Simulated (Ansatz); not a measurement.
Program: Ansatz. Geometries: PBE0-D4/def2-TZVP. ΔE: electronic, gas phase. CCSD(T)/CBS is the MP2 limit (def2-TZVPP, def2-QZVPP) plus CCSD(T) − MP2 in def2-TZVPP, frozen cores. This one scheme is used for every species. DFT in def2-TZVPP. For Se outer-core shells are correlated without core-valence functions, which leaves a few kJ/mol of doubt a bond. Scalar relativity is left out up to krypton. One conformer a species, not always the lowest.

Consider the ligand exchange at the Si–Se bond: `[OH][AlH][SiH2][SeH]` + PH₃ → `[OH][AlH][SiH2]P` + H₂Se.

`[OH][AlH][SiH2][SeH]`:

Cartesian coordinates in Å:
```
O -0.641 1.167 -1.474
Al 0.330 -0.207 -1.230
Si 0.461 -0.785 1.139
Se -0.974 0.630 2.234
H -0.820 1.556 -2.329
H 1.007 -0.925 -2.472
H 1.837 -0.642 1.697
H 0.053 -2.190 1.424
H -1.252 1.395 1.011
```

PH₃:

```xyz
4

P     0.505   -0.274   -0.081
H    -0.120    0.509   -1.087
H     0.313    0.717    0.918
H    -0.698   -0.951    0.249
```

`[OH][AlH][SiH2]P`:

Cartesian coordinates in Å:
```
O 2.215 0.101 1.227
Al 0.945 0.982 0.525
Si -1.208 -0.154 0.441
P -1.428 -1.280 -1.525
H 3.119 0.411 1.254
H 1.250 2.398 -0.133
H -1.409 -1.165 1.517
H -2.366 0.785 0.488
H -0.140 -1.879 -1.464
H -0.977 -0.199 -2.332
```

H₂Se:

Z-matrix (Å, degrees):
```
Se
H 1 1.467
H 1 1.467 2 91.2
```

```json
{"level": "PBE-D4", "ΔE (kJ/mol)": "34.2"}
{"level": "CAM-B3LYP-D4", "ΔE (kJ/mol)": "41.0"}
{"level": "CAM-B3LYP", "ΔE (kJ/mol)": "40.4"}
{"level": "HF/def2-TZVPP", "ΔE (kJ/mol)": "45.2"}
```

Q: What does CCSD(T)/CBS give? (An estimate is asked.)

A: Computed: +41.9 kJ/mol. The listed levels differ from it by -7.7, -0.9, -1.5, 3.3 kJ/mol.

Largest T1 diagnostic among the species: 0.014.

From PBE to PBE0 (25 % exact exchange), in def2-TZVPP and without D4, ΔE moves by +3.1 kJ/mol. Leaving LDA and LC-ωPBE aside and taking each functional with its dispersion term where it has one, the values, not all of them listed here, spread over 11.0 kJ/mol, from B97M-V to BHLYP-D4.
